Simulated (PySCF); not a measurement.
**Highest orbital energy against ionisation energy along the 5p block**

Calculated with PySCF 2.14, no spin-orbit coupling. Each cell gives −ε(HOMO) / ΔSCF in eV; NIST values include spin-orbit coupling, (s) semi-empirical, (t) theoretical.

| species | UHF | LDA | PBE | PBE0 | r2SCAN | NIST (lowest levels) |
| --- | --- | --- | --- | --- | --- | --- |
| In (aug-cc-pVDZ-PP with ECP28MDF, ECP) | 5.457 / 5.203 | 2.849 / 5.707 | 2.815 / 5.580 | 3.583 / 5.607 | 3.048 / 5.698 | 5.786 |
| Sn (aug-cc-pVDZ-PP with ECP28MDF, ECP) | 7.257 / 6.858 | 4.161 / 7.416 | 4.109 / 7.265 | 5.026 / 7.310 | 4.403 / 7.410 | 7.344 |
| Sb (aug-cc-pVDZ-PP with ECP28MDF, ECP) | 9.100 / 8.598 | 5.518 / 9.132 | 5.460 / 8.974 | 6.520 / 9.051 | 5.831 / 9.180 | 8.608 |
| Te (aug-cc-pVDZ-PP with ECP28MDF, ECP) | 8.363 / 7.702 | 5.319 / 8.971 | 5.178 / 8.690 | 6.196 / 8.695 | 5.414 / 8.712 | 9.010 |
| I (aug-cc-pVDZ-PP with ECP28MDF, ECP) | 10.355 / 9.591 | 6.822 / 10.809 | 6.674 / 10.523 | 7.827 / 10.554 | 6.960 / 10.568 | 10.451 |
| Xe (aug-cc-pVDZ-PP with ECP28MDF, ECP) | 12.442 / 11.592 | 8.377 / 12.686 | 8.235 / 12.411 | 9.531 / 12.484 | 8.606 / 12.533 | 12.130 |

Q: How far is −ε(HOMO) from ΔSCF on average for each method, and why?

A: UHF 0.57 eV; LDA -3.61 eV; PBE -3.50 eV; PBE0 -2.50 eV; r2SCAN -3.31 eV. Hartree-Fock orbital energies lack relaxation and so exceed the ΔSCF value; semilocal functionals have convex E(N) from self-interaction, so their HOMO lies far too high; exact exchange moves hybrids part of the way back.
